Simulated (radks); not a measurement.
Dispersion coefficients C6 (hartree bohr^6) between ground-configuration atoms and ions, from the Casimir-Polder integral (3/pi) of alpha_A(iw) alpha_B(iw). Calculated with a radial shooting solver on a logarithmic mesh with Libxc functionals: scalar-relativistic Kohn-Sham, LB94 model potential, spin-unpolarised, spherical densities, finite nucleus; Fermi nuclear charge, rms radius of each element as measured or else 0.836 A^(1/3) + 0.57 fm. Response by self-consistent Sternheimer equations with the Hartree and adiabatic LDA kernel, the relativistic mass of each level held fixed and spin-orbit coupling left out. For heavy and open-shell atoms this level of theory can miss by tens of per cent.

C6,Ga,Ga+,Ga2+,Ga3+,Ga4+,Ga5+,Ga6+
Ga,295.6,,,,,,
Ga+,137.0,67.11,,,,,
Ga2+,74.61,37.45,21.26,,,,
Ga3+,20.38,11.49,7.045,3.082,,,
Ga4+,13.88,7.992,4.985,2.299,1.736,,
Ga5+,10.09,5.893,3.724,1.783,1.359,1.072,
Ga6+,7.743,4.566,2.912,1.430,1.098,0.8704,0.7097

Static polarisabilities (bohr^3): Ga ([Ar] 3d10 4s2 4p1) 40.19, Ga+ ([Ar] 3d10 4s2) 14.39, Ga2+ ([Ar] 3d10 4s1) 7.349, Ga3+ ([Ar] 3d10) 1.375, Ga4+ ([Ar] 3d9) 0.8877, Ga5+ ([Ar] 3d8) 0.6222, Ga6+ ([Ar] 3d7) 0.4661. The combination rule 2 Ca Cb / ((alpha_b/alpha_a) Ca + (alpha_a/alpha_b) Cb) gives 7.216 for Ga+-Ga4+, against 7.992 from the integral.
